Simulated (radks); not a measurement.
Results of a calculation; reference values are marked as such.
Ionisation of the chromium ion Cr3+, [Ar] 3d3, to [Ar] 3d2 as the strength of local exchange is varied. Level of theory: scalar-relativistic Kohn-Sham, Slater X-alpha exchange (alpha = 2/3 is LDA exchange), no correlation, spin-unpolarised, spherical densities, finite nucleus; Fermi nuclear charge, rms radius 3.6452 fm (a radial shooting solver on a logarithmic mesh with Libxc functionals).

alpha  E(Cr3+) (hartree)  exchange (hartree)  IE (eV)  -e of the level emptied (eV)  <r> of it (bohr)
0.66         -1044.18782           -43.07994   46.739                   37.580 (3d)             1.116
0.667        -1044.64508           -43.55364   46.912                   37.738 (3d)             1.114
0.862        -1057.45364           -56.88977   51.893                   42.316 (3d)             1.062
0.92         -1061.28968           -60.90842   53.432                   43.741 (3d)             1.048
0.968        -1064.47344           -64.25219   54.726                   44.942 (3d)             1.037
1.03         -1068.59796           -68.59529   56.424                   46.521 (3d)             1.023

NIST Atomic Spectra Database: 49.16 eV (semi-empirical). The Delta-SCF value meets it near alpha = 0.76. Spin polarisation and multiplet splitting are left out, so open shells lie too high by an amount that depends on their filling.

Beside tabulated values, note that spin-unpolarised runs miss the spin-polarisation part of the exchange energy of open shells.
